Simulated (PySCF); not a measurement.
C$_{4}$H$_{3}$O (SMILES [c-]1ccoc1), charge -1, singlet, at a GFN2-xTB geometry (in this run its highest filled SCF level lies above zero, so its values depend strongly on the basis, on diffuse functions most of all); R2SCAN/def2-SVP in PySCF.

Here is a job for PySCF.
```python
from pyscf import gto, scf, dft

mol = gto.Mole()
mol.atom = '''
    O     0.00331424   -0.00072523    1.15085558
    C    -0.00480857    1.10916172    0.26448605
    C     0.00618756   -1.05863609    0.30308132
    C    -0.00715679    0.81484723   -1.06555540
    C     0.00039392   -0.64547339   -0.98975849
    H    -0.00807905    2.06158188    0.79005941
    H     0.01244746   -2.04160206    0.76339482
    H     0.00142101   -1.33357490   -1.83381975
'''
mol.basis = 'def2-svp'
mol.charge = -1
mol.verbose = 4
mol.build()

mf = dft.RKS(mol)
mf.xc = 'r2scan'
mf.kernel()
mf.analyze()
```

Output, abridged:

```
PySCF version 2.14.0

[INPUT] verbose = 4
[INPUT] num. atoms = 8
[INPUT] num. electrons = 36
[INPUT] charge = -1
[INPUT] spin (= nelec alpha-beta = 2S) = 0
[INPUT] symmetry False subgroup None
[INPUT] Mole.unit = angstrom
[INPUT] Symbol           X                Y                Z      unit          X                Y                Z       unit  Magmom
[...]
nuclear repulsion = 150.781885698735
number of shells = 39
number of NR pGTOs = 141
number of NR cGTOs = 85
basis = def2-svp
ecp = {}

******** <class 'pyscf.dft.rks.RKS'> ********
method = RKS
initial guess = minao
damping factor = 0
level_shift factor = 0
DIIS = <class 'pyscf.scf.diis.CDIIS'>
diis_start_cycle = 1
diis_space = 8
diis_damp = 0
SCF conv_tol = 1e-09
SCF conv_tol_grad = None
SCF max_cycles = 50
direct_scf = True
direct_scf_tol = 1e-13
XC library pyscf.dft.libxc version 7.1.2
    S. Lehtola, C. Steigemann, M. J. T. Oliveira, and M. A. L. Marques,  SoftwareX 7, 1–5 (2018)
XC functionals = r2scan
    J. W. Furness, A. D. Kaplan, J. Ning, J. P. Perdew, and J. Sun,  J. Phys. Chem. Lett. 11, 8208–8215 (2020)
    J. W. Furness, A. D. Kaplan, J. Ning, J. P. Perdew, and J. Sun,  J. Phys. Chem. Lett. 11, 9248–9248 (2020)
    J. W. Furness, A. D. Kaplan, J. Ning, J. P. Perdew, and J. Sun,  J. Phys. Chem. Lett. 11, 8208–8215 (2020)
    J. W. Furness, A. D. Kaplan, J. Ning, J. P. Perdew, and J. Sun,  J. Phys. Chem. Lett. 11, 9248–9248 (2020)
radial grids:
    Treutler-Ahlrichs [JCP 102, 346 (1995); DOI:10.1063/1.469408] (M4) radial grids

becke partition: Becke, JCP 88, 2547 (1988); DOI:10.1063/1.454033
pruning grids: <function nwchem_prune>
grids dens level: 3
symmetrized grids: False
atomic radii adjust function: <function treutler_atomic_radii_adjust>
small_rho_cutoff = 0
Set gradient conv threshold to 3.16228e-05
Initial guess from minao.
tot grids = 99984
init E= -229.656119740616
[...]
cycle= 1 E= -228.941670614235  delta_E= 0.714  |g|= 0.656  |ddm|= 3.41
[...]
cycle= 2 E= -228.765853222533  delta_E= 0.176  |g|= 1.02  |ddm|= 3.22
[...]
cycle= 3 E= -229.051636066467  delta_E= -0.286  |g|= 0.22  |ddm|= 2.66
[...]
cycle= 4 E= -229.062624760913  delta_E= -0.011  |g|= 0.11  |ddm|= 0.399
[...]
cycle= 5 E= -229.065061708403  delta_E= -0.00244  |g|= 0.0421  |ddm|= 0.122
[...]
cycle= 6 E= -229.065421670463  delta_E= -0.00036  |g|= 0.0119  |ddm|= 0.047
[...]
cycle= 7 E= -229.065447568622  delta_E= -2.59e-05  |g|= 0.00614  |ddm|= 0.0183
[...]
cycle= 8 E= -229.065458053787  delta_E= -1.05e-05  |g|= 0.000329  |ddm|= 0.0072
[...]
cycle= 9 E= -229.065458086023  delta_E= -3.22e-08  |g|= 9.31e-05  |ddm|= 0.00105
[...]
cycle= 10 E= -229.065458087732  delta_E= -1.71e-09  |g|= 5.82e-05  |ddm|= 0.000299
[...]
cycle= 11 E= -229.065458088591  delta_E= -8.59e-10  |g|= 1.18e-05  |ddm|= 7.65e-05
[...]
Extra cycle  E= -229.065458088548  delta_E= 4.3e-11  |g|= 1.75e-05  |ddm|= 3.54e-05
converged SCF energy = -229.065458088548
**** SCF Summaries ****
Total Energy =                        -229.065458088548326
Nuclear Repulsion Energy =             150.781885698734527
One-electron Energy =                 -616.583749026750979
Two-electron Energy =                  236.736405239468155
Two-electron Coulomb Energy =          268.173749192135517
DFT Exchange-Correlation Energy =      -31.437343952667351
HOMO-LUMO gap [eV] =                     3.676598969539859
**** MO energy ****
[...]
 ** Mulliken pop on meta-lowdin orthogonal AOs  **
 ** Mulliken pop  **
 ** Mulliken atomic charges  **
charge of    0O =     -0.33094
charge of    1C =     -0.06274
charge of    2C =     -0.03371
charge of    3C =     -0.54653
charge of    4C =     -0.19477
charge of    5H =      0.05462
charge of    6H =      0.06152
charge of    7H =      0.05255

WARN: System has nonzero charge -1; the dipole moment is origin-dependent.
Location of origin: [0. 0. 0.]

Dipole moment(X, Y, Z, Debye):  0.02342, -2.85540,  3.15771
```
